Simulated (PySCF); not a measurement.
# Worked example: dipole moment from atomic charges

GeH4S2, SMILES [SH][GeH2][SH]. Atoms are numbered in the order given.

```xyz
7

Ge     0.0000     0.0000    -0.6222
S     -1.8589    -0.0529     0.6333
S      1.8589     0.0529     0.6333
H     -0.0853    -1.2740    -1.4828
H      0.0853     1.2740    -1.4828
H     -1.5557     1.0817     1.3059
H      1.5557    -1.0817     1.3059
```
Charge 0, spin multiplicity 1.

Geometry: B3LYP-D3(BJ)/def2-SVP. One conformer was computed; it need not be the lowest.

Charges (e) from PBE/def2-TZVPD in PySCF:

| atom | IAO | ESP fit |
|---|---|---|
| Ge1 | 0.478 | 0.088 |
| S2 | -0.290 | -0.253 |
| S3 | -0.290 | -0.253 |
| H4 | -0.063 | 0.042 |
| H5 | -0.063 | 0.042 |
| H6 | 0.114 | 0.167 |
| H7 | 0.114 | 0.167 |

The dipole moment of the full density is 0.36 D.

Question: What dipole moment does each set of point charges give, and which comes closer to that of the density?

Answer: 
μ = Σ q r, and 1 e Å = 4.8032 D.
IAO: Σ q r = (0.000, 0.000, -0.180) e Å, |μ| = 0.87 D.
ESP fit: Σ q r = (0.000, 0.000, -0.064) e Å, |μ| = 0.31 D.
ESP fit comes closer in size. Point charges leave out the atoms' own dipoles (lone pairs, polarised bonds); fits to the potential absorb them, partitions of the density don't.
